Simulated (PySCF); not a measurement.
## Ag⁺: ionisation energy

Ag⁺ [Kr] 4d10 (1S) → Ag²⁺ [Kr] 4d9 (2D), as a difference of total energies. Computed with PySCF 2.14 in cc-pVDZ-PP with ECP28MDF (4s4p3d1f, 38 functions), with scalar relativity through the core potential. Correlated levels: valence: 4s2 4p6 frozen. The calculations carry no spin-orbit coupling.

```
           method  ionisation energy (eV)  difference from reference (eV)
              UHF                  19.736                          -1.748
            B3LYP                  21.705                          +0.221
            M06-L                  21.488                          +0.004
    MP2 (valence)                  21.284                          -0.200
SCS-MP2 (valence)                  21.117                          -0.367
```

Reference: 21.484 eV (measured; NIST Atomic Spectra Database, ionization energies).

The reference lies between the lowest fine-structure levels, while these numbers refer to the centres of the terms.

Errors of the correlated levels include the incompleteness of this basis and the frozen core.
